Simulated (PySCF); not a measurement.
Identify the unknown among the candidates.

All candidates are C6H9O (charge -1).

| technique | computed result |
| --- | --- |
| NMR, other nuclei | isotropic shieldings of nuclei other than C and H, by class: 169 (1 O) ppm [GIAO PBE0/pcSseg-1] |
| Rotational structure | rotational constants A, B, C: 4.469, 1.766, 1.753 GHz [GFN2-xTB] |
| 1H NMR | chemical shifts (computed TMS as zero) by class: 1.69 (2 H), 1.43 (1 H), 1.05 (6 H) ppm [GIAO PBE0/pcSseg-1] |
| 13C NMR | chemical shifts (computed TMS as zero) by class: 103.7 (1 C), 85.9 (1 C), 68.9 (1 C), 45.3 (1 C), 36.1 (2 C) ppm [GIAO PBE0/pcSseg-1] |

Gas-phase values; electronic properties from PySCF, density fitting. Levels stand in brackets. Geometry: GFN2-xTB, one conformer, isolated ion. The HOMO energy is positive, so at this level the finite basis confines the outermost electrons. No diffuse functions stand in pcSseg-1, which bears on an anion's orbital energies. NMR values are class means; diastereotopic atoms form classes of their own.

Question: Which candidate is it?
A. `C=C([O-])C1(C)CC1`
B. `[O-]C1(C2CC2)CC1`
C. `C#CCC(C)(C)[O-]`

Answer: C. It is `C#CCC(C)(C)[O-]`. Numbering: `[CH:1]#[C:2][CH2:3][C:4]([CH3:5])([CH3:6])[O-:7]`. 6 carbons fall into 5 classes; from least to most shielded: alkyne carbon [C2] (103.7 ppm), sp3 carbon bound to oxygen [C4] (85.9 ppm), terminal alkyne carbon [C1] (68.9 ppm), propargylic carbon [C3] (45.3 ppm), methyl carbon [C5/C6] (36.1 ppm, 2 C). Hydrogen classes from least to most shielded: 2 H on a propargylic carbon, C3 (1.69 ppm), 1 H on a terminal alkyne carbon, C1 (1.43 ppm), 6 H on 2 methyl carbons, C5/C6 (1.05 ppm, a mean of values up to 1.9 ppm apart in this geometry). The other shieldings belong to: 169 ppm, alkoxide oxygen [O7]. The optimised geometry has point group Cs and is an asymmetric top.

The others, at the same levels:
- `C=C([O-])C1(C)CC1` fails: its computed 13C shifts are 180.0 (1 C), 51.9 (1 C), 31.6 (1 C), 27.3 (1 C), 15.3 (2 C) ppm, 1H shifts are 2.35 (1 H), 2.21 (1 H), 1.27 (3 H), 0.53 (2 H), -0.44 (2 H) ppm and rotational constant A is 3.820 GHz (against 4.469 GHz).
- `[O-]C1(C2CC2)CC1` fails: it has 4 carbon classes against 5; its computed 13C shifts are 66.6 (1 C), 28.7 (1 C), 14.1 (2 C), 4.3 (2 C) ppm, 1H shifts are 1.18 (1 H), -0.11 (2 H), -0.31 (2 H), -0.41 (2 H), -0.65 (2 H) ppm and smallest rotational constant is 1.913 GHz (against 1.753 GHz).

Each candidate is one conformer, not necessarily the lowest. The conformers computed, where there is a choice (atom-mapped SMILES and torsion angles):
- `[CH:1]#[C:2][CH2:3][C:4]([CH3:5])([CH3:6])[O-:7]`: C2–C3–C4–C5 56°
- `[CH2:1]=[C:2]([O-:3])[C:4]1([CH3:5])[CH2:6][CH2:7]1`: C1–C2–C4–C5 73°
- `[O-:1][C:2]1([CH:3]2[CH2:4][CH2:5]2)[CH2:6][CH2:7]1`: O1–C2–C3–C4 174°
